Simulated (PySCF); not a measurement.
# C₆ coefficients of unlike pairs at PBE

Calculated with PySCF 2.14 from the dipole response of each species, C₆(A,B) = (3/π) ∫ α_A(iu) α_B(iu) du, in atomic units, from isotropic polarisabilities. For ions this is the dispersion term alone; charge-induced terms of lower order in 1/R come first.

| species | configuration | basis | relativity | α (bohr³) | C₆ (like pair) |
| --- | --- | --- | --- | --- | --- |
| Xe | [Xe] (1S) | aug-cc-pVQZ-PP with ECP28MDF (7s7p5d3f2g) | core potential | 28.97 | 307.3 |
| I²⁺ | [Kr] 4d10 5s2 5p3 (4S) | x2c-TZVPPall with one added diffuse shell each of s, p, d, f type (9s7p5d3f) | spin-free X2C | 13.82 | 96.84 |
| Mo³⁺ | [Kr] 4d3 (4F) | aug-cc-pVTZ-PP with one added diffuse shell each of s, p, d, f, g type with ECP28MDF (7s7p6d4f3g) | core potential | 5.935 | 26.37 |
| Tc | [Kr] 4d5 5s2 (6S) | aug-cc-pVTZ-DK (9s8p6d3f2g) | spin-free X2C | 86.12 | 978.4 |

Estimate C₆ for Tc with I²⁺.

The integral gives 267.5. The combination rule 2 C_A C_B / (C_A α_B/α_A + C_B α_A/α_B) gives 249.2 and the geometric mean 307.8.

No spin-orbit coupling is included.

The other pairs:

```
     pair     C₆
   Tc, Xe  506.0
Mo³⁺, I²⁺  49.55
 Tc, Mo³⁺  126.5
 Mo³⁺, Xe  84.84
  I²⁺, Xe  170.5
```
